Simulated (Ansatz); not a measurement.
```yaml
crystal:
  periodic: [false, false, false]
  atoms:
    - {symbol: B, position_ang: [-0.864223, 1.264016, -0.130238]}
    - {symbol: C, position_ang: [-0.054323, -0.166925, -0.466689]}
    - {symbol: C, position_ang: [0.907809, -0.700954, 0.598581]}
    - {symbol: Cl, position_ang: [-1.846856, -0.864164, -0.129450]}
    - {symbol: Cl, position_ang: [0.167291, -0.553825, -1.925121]}
    - {symbol: H, position_ang: [-0.479342, 1.482942, 0.988272]}
    - {symbol: H, position_ang: [-1.176230, 2.177569, -0.898078]}
    - {symbol: H, position_ang: [1.988896, -0.101538, 0.182427]}
    - {symbol: H, position_ang: [0.848887, -1.607363, 0.429593]}
    - {symbol: H, position_ang: [0.561229, -0.557808, 1.370138]}
basis:
  gaussian: {orbitals: def2-mTZVPP}
hamiltonian: {xc: {name: PBE-QIDH}}
output: {forces: true}
```

```sh
$ ansatz run in.yaml --threads 4 --pin off --events-out ev --progress --plain --max-ram 10444MiB
```

Output, abridged:

```
Functional definition: PBE-QIDH
1246 factors; integrals over basis functions are off by at most 1.2e-3 eV
mean field evaluation 1: about -27845.6776 eV, gradient 3.0e1 eV
mean field evaluation 2: about -27845.7278 eV, gradient 3.0e1 eV
mean field evaluation 4: about -27848.1402 eV, gradient 2.9e0 eV
mean field evaluation 8: about -27848.1692 eV, gradient 8.2e-2 eV
mean field evaluation 16: about -27848.1693 eV, gradient 7.3e-5 eV
mean field -27848.16927073 eV, -1023.4013445324 hartree, gradient 7.0e-6 eV, S^2 0.000000; 0 other end points of the search recorded, 0 dependent functions left out
13 core orbitals not correlated: weight in the atoms' cores, before any rotation towards them, 1.000 or more for the frozen orbitals, at most 0.000 for the correlated occupied ones
reference -27848.16928324 eV, -1023.4013449920 hartree; 15, 15 occupied and 108, 108 virtual orbitals, 1246 factors
second order -21.81682577 eV of doubles, -0.00000000 eV of singles
Total energy: -27855.44155850 eV, -1023.6685961784 hartree
Atom 0 at    -0.864223     1.264016    -0.130238 Å, force     2.625493    -1.060762     0.125870 eV/Å
Atom 1 at    -0.054323    -0.166925    -0.466689 Å, force    -3.197370     4.311870     7.493133 eV/Å
Atom 2 at     0.907809    -0.700954     0.598581 Å, force     7.566748     7.349876   -15.742792 eV/Å
Atom 3 at    -1.846856    -0.864164    -0.129450 Å, force    -0.424386     0.536713     1.101723 eV/Å
Atom 4 at     0.167291    -0.553825    -1.925121 Å, force     2.553168    -2.229143    -8.631616 eV/Å
Atom 5 at    -0.479342     1.482942     0.988272 Å, force    -1.117736     0.311822     0.028061 eV/Å
Atom 6 at    -1.176230     2.177569    -0.898078 Å, force    -0.256259    -1.379561     0.432087 eV/Å
Atom 7 at     1.988896    -0.101538     0.182427 Å, force    -3.234514    -2.274646     2.129097 eV/Å
Atom 8 at     0.848887    -1.607363     0.429593 Å, force     0.934940    -9.262959    -1.633749 eV/Å
Atom 9 at     0.561229    -0.557808     1.370138 Å, force    -5.450084     3.696789    14.698186 eV/Å
Dipole moment:     0.348141    -0.025016     0.064168 e Å
```

Hardware: 4 threads of an Arm Neoverse V1 on a shared host. Wall time 6 s, peak host memory 0.49 GiB.
